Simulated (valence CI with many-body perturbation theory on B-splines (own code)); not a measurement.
**Pt64+: key properties**

Method: relativistic CI+MBPT: four valence electrons over a frozen Dirac-Fock core [Ne], radial functions for each j: 11 s, 11 p, 9 d, 7 f, 5 g, 2 h, 1 i, with the one-electron correlation potential Σ1, the two-electron term Σ2, the three-electron term Σ3, Breit, model QED; selected CI, second order for the rest (own B-spline code, finite nucleus).

The last digits are not significant, and no measured levels were compared; by estimate large intervals hold to a few tenths of a per cent, small ones and those within an open d or f shell to about a per cent.

Levels are named by their leading jj configuration (3d3/2^4 stands for four electrons in 3d with j = 3/2), which in mixed levels can hold well under half, so a name can repeat and another be missing.

Rates and lifetimes use the calculated energies. Strong lines usually hold to 10 to 20 %, long lifetimes can be off by a factor of two.

Task: What is the ground level?

Result: (3s^2 3p1/2^2) J=0, composition 68 % 3s2 3p2 3P + 31 % 3s2 3p2 1S.

Task: What are the static dipole polarisabilities of the lowest levels?

Result: (3s^2 3p1/2^2) J=0 0.00169 bohr³, of which the core gives 3.49e-05.

Task: Name the longest-lived excited levels whose lifetime is computed, and their main decay.

Result: (3s^2 3p1/2 3p3/2) J=2 at 33.83 Ry lives 79.7 ns, mostly by E2 to (3s^2 3p1/2^2) J=0; (3s^2 3p1/2 3p3/2) J=1 at 33.11 Ry lives 1.75 ns, mostly by M1 to (3s^2 3p1/2^2) J=0; (3s^2 3p3/2 3d5/2) J=4 at 92.18 Ry lives 985 ps, mostly by M1 to (3s^2 3p1/2 3d5/2) J=3.

Task: Where does the other parity begin?

Result: At (3s 3p1/2^2 3p3/2) J=2, 46.64 Ry.

Task: How well does LS coupling describe the low levels?

Result: Among the lowest 20 levels the leading LS term, summed over configurations, holds 58 % on average. For single configurations the figures are 55 % in LS and 93 % in jj coupling. Terms mix most in the J = 2 level at 74.17 Ry, where the leading one holds 27 %.
